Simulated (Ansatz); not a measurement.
Gas-phase electronic energies from Ansatz, PBE0-D4/def2-TZVP geometries. CCSD(T)/CBS adds triple-zeta CCSD(T) − MP2 to the extrapolated MP2 energy (def2 sets, frozen cores). This one scheme is used for every species. DFT in def2-TZVPP. One conformer a species, not always the lowest.

Reaction (redistribution): `CB[SiH2]Cl` + `C[S][Al]([Cl])[Cl]` → `CB[SiH2]SC` + aluminium trichloride

```
       level  ΔE (eV)
      B97M-V    -0.15
  r2SCANh-D4    -0.14
     LC-ωPBE    -0.14
MP2/def2-SVP    -0.21
```

Q: What does CCSD(T)/CBS give? (Estimate.)

A: Computed: -0.14 eV. The listed levels differ from it by -0.01, 0.00, 0.00, -0.07 eV.

Largest T1 diagnostic among the species: 0.011.

Leaving LDA and LC-ωPBE aside and taking each functional with its dispersion term where it has one, the values, not all of them listed here, spread over 0.03 eV, from B97M-V to BLYP-D4. At CCSD(T), def2-SVP lies −0.06 eV from the extrapolated value and def2-TZVPP −0.00 eV.
